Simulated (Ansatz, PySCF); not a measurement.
Dimer: HBr (SMILES Br) (first 2 atoms) with H4OSi (SMILES O[SiH3]); geometry from B3LYP-D3(BJ)/def2-TZVP, rigid monomers moved along the line of their centres of mass till H2···O3 is 1.71 Å.
(charge 0, multiplicity 1):
| atom | x (Å) | y (Å) | z (Å) |
|---|---|---|---|
| Br | -0.6094 | -1.1556 | -0.0208 |
| H | -0.1549 | -0.4227 | 1.1354 |
| O | 0.3815 | 0.4268 | 2.5165 |
| Si | -0.1234 | 0.0608 | 4.0612 |
| H | 1.0663 | 1.0889 | 2.3897 |
| H | 1.0053 | -0.4465 | 4.8747 |
| H | -1.1530 | -0.9789 | 3.8893 |
| H | -0.6904 | 1.2583 | 4.7227 |

Monomers are frozen at their geometry in the pair; levels with a basis set take the counterpoise correction. Rows marked so take none.

Cores are frozen in the correlated methods. Filled d and f shells under p-block atoms count as core. CBS(a, b) extrapolates the correlation energy as X⁻³ and adds the Hartree–Fock energy of set b. Rows in 6-31G*, STO-3G carry no dispersion term and start afresh at each structure (6-31G* with six Cartesian d functions); the Pople sets are all-electron and without relativity.

Codes used: Ansatz (Gaussian orbitals); PySCF for 6-31G* rows, STO-3G rows. Values without a source in brackets are computed.

| level | interaction energy (kcal/mol) |
|---|---|
| HF/STO-3G (no counterpoise) | -9.44 |
| HF/def2-TZVPPD | -0.19 |
| B3LYP/def2-TZVPPD | -2.52 |
| PBE0/def2-TZVPPD | -3.77 |
| M06-2X/6-31G* (no counterpoise) | -6.35 |
| wB97M-V/def2-TZVPPD | -3.58 |
| MP2/def2-SVPD | -3.17 |
| CCSD/def2-TZVPPD | ___ |
| CCSD(T)/CBS(def2-SVPD, def2-TZVPPD) | -3.17 |

Q: Some entries are withheld; supply them.

A: 
- CCSD/def2-TZVPPD, interaction energy (kcal/mol): -2.23

Ansatz is a program for electronic structure.
